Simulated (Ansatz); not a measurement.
C₂H₈BFSi (`BC[SiH2]CF`), relaxed with RKS PBE-D4/def2-SVP in Ansatz from a rough embedded geometry. The force threshold is 0.03 eV/Å; the program also tests the step.

The species carries charge 0 and has multiplicity 1.

Start:

```xyz
13

B     1.283    1.348    1.333
C     0.062    1.032    0.376
Si    0.141   -0.756   -0.074
C    -1.198   -1.254   -1.246
F    -1.186   -0.474   -2.375
H     2.393    1.317    0.959
H     1.072    1.814    2.411
H     0.152    1.639   -0.576
H    -0.864    1.233    0.918
H     1.455   -1.045   -0.749
H     0.098   -1.590    1.166
H    -2.185   -1.017   -0.686
H    -1.223   -2.247   -1.456
```

```csv
step,energy (eV),largest force (eV/Å),largest move (Å)
1,-13456.3147,4.516,0.000
2,-13456.6056,1.741,0.175
3,-13456.6749,1.199,0.200
4,-13456.6949,1.022,0.200
5,-13456.8257,0.212,0.200
6,-13456.8332,0.070,0.043
7,-13456.8360,0.037,0.035
8,-13456.8379,0.029,0.066
```

End:

```xyz
13

B     1.292    1.435    1.239
C     0.054    1.093    0.392
Si    0.164   -0.786    0.057
C    -1.214   -1.185   -1.213
F    -1.057   -0.348   -2.320
H     2.362    1.670    0.704
H     1.246    1.394    2.457
H     0.046    1.503   -0.641
H    -0.930    1.237    0.884
H     1.492   -1.147   -0.544
H    -0.065   -1.601    1.301
H    -2.223   -1.018   -0.770
H    -1.167   -2.248   -1.545
```

It took 11 s on 4 threads of a server CPU on a shared host, with 0.16 GiB of host memory at the peak.
